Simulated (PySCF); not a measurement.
# Germanium: a sound run and one with changed settings

Sound run: Ge⁺ [Ar] 3d10 4s2 4p1, Ge²⁺ [Ar] 3d10 4s2. Computed with PySCF 2.14 in cc-pVDZ-PP with ECP10MDF (4s3p2d, 23 functions), with a scalar-relativistic core potential. The sound run starts from symmetry-adapted Hartree-Fock orbitals and uses a fine grid where one is needed.

Changed run: basis STO-3G, all-electron and non-relativistic. This setting is unsound on purpose.

```csv
species,method,sound run (hartree),changed run (hartree),converged
Ge⁺,UHF,-293.06884,-2051.47666,yes
Ge⁺,M06-L,-294.27111,-2052.70443,yes
Ge⁺,r2SCAN,-294.10832,-2052.72124,yes
Ge²⁺,UHF,-292.50960,-2050.96627,yes
Ge²⁺,M06-L,-293.70562,-2052.16367,yes
Ge²⁺,r2SCAN,-293.52382,-2052.18062,yes
```

Ionisation energy of Ge⁺:

```json
{"method": "UHF", "sound run (eV)": "15.218", "changed run (eV)": "13.888"}
{"method": "M06-L", "sound run (eV)": "15.388", "changed run (eV)": "14.715"}
{"method": "r2SCAN", "sound run (eV)": "15.905", "changed run (eV)": "14.711"}
```

A minimal basis cannot let orbitals breathe on ionisation and holds almost no correlation. The Hamiltonian changed with the basis, so the totals do not compare.

For comparison, NIST gives 15.935 eV between the lowest levels.
